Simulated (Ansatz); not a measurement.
Isomers of C3H6BI, relaxed with PBE0-D4/def2-TZVP in Ansatz; electronic energies, one conformer each and not always the lowest. Functionals use def2-TZVPP; CBS adds triple-zeta CCSD(T) − MP2 to the MP2 limit of def2-TZVPP and def2-QZVPP.

Elements past krypton have def2 core potentials. Outer-core shells of I are correlated without core-valence functions. Spin–orbit coupling is left out.

(1) Order them by energy at frozen-core CCSD(T)/CBS, lowest first. (An estimate is asked.)
A. `BC(=C)CI`
B. `CC1(I)BC1`
C. `C=C(I)BC`

(2) How do MP2/CBS(def2), PBE-D4, B2PLYP, r2SCAN-D4 place them (kJ/mol, against `C=C(I)BC`)? (An estimate is asked.)

## Answers

(1) C (0.0 kJ/mol), A (47.9 kJ/mol), B (92.6 kJ/mol).

(2) The calculation gave: 
| isomer | MP2/CBS(def2) | PBE-D4 | B2PLYP | r2SCAN-D4 |
| --- | --- | --- | --- | --- |
| `CC1(I)BC1` | 78.9 | 77.0 | 99.2 | 83.9 |
| `BC(=C)CI` | 48.9 | 54.8 | 48.7 | 55.7 |
